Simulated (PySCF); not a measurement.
Geometries of 3 isomers of C2H5FGeSi, from PySCF 2.14.0, PBE0-D3(BJ)/def2-SVP geometry optimisation, gas phase. One conformer each, no zero-point energy, no frequencies.

Question: Which isomer lies lowest at this level?
A.
```xyz
10
angstrom
C      2.557    1.005   -0.121
C      1.670    0.173   -0.089
Ge     0.211   -1.050   -0.050
Si    -1.737    0.307   -0.239
F     -3.060   -0.646   -0.233
H      3.350    1.731   -0.149
H      0.257   -1.830    1.273
H      0.356   -2.026   -1.229
H     -1.832    1.243    0.918
H     -1.716    1.072   -1.518
```
B.
```xyz
10
angstrom
F      3.361   -1.361    0.819
Si     2.459   -1.337   -0.530
C      0.809   -0.664   -0.134
C     -0.302   -0.215    0.114
Ge    -2.029    0.488    0.514
H      3.136   -0.462   -1.522
H      2.329   -2.732   -1.024
H     -2.399    1.508   -0.571
H     -1.965    1.163    1.890
H     -3.035   -0.671    0.526
```
C.
```xyz
10
angstrom
F      3.225   -1.188   -0.166
Ge     2.428    0.353   -0.024
C      0.582    0.000    0.222
C     -0.614   -0.207    0.379
Si    -2.407   -0.537    0.614
H      2.663    1.097   -1.342
H      3.015    1.043    1.210
H     -3.048   -0.746   -0.715
H     -2.573   -1.757    1.454
H     -3.032    0.634    1.295
```

Answer: B. That is `F[SiH2]C#[C][GeH3]`, 6.5 kcal/mol below the next.

| SMILES | atoms numbered as above | E (Eh) | relative (kcal/mol) | relative (kJ/mol) | dipole (D) |
| --- | --- | --- | --- | --- | --- |
| F[SiH2]C#[C][GeH3] | [F:1][SiH2:2][C:3]#[C:4][GeH3:5] | -2544.48622 | 0.0 | 0.0 | 1.98 |
| C#[C][GeH2][SiH2]F | [CH:1]#[C:2][GeH2:3][SiH2:4][F:5] | -2544.47585 | 6.5 | 27.2 | 1.37 |
| [F][GeH2][C]#C[SiH3] | [F:1][GeH2:2][C:3]#[C:4][SiH3:5] | -2544.46221 | 15.1 | 63.0 | 2.12 |

As drawn, the lowest has an Si–F bond, which the highest lacks.
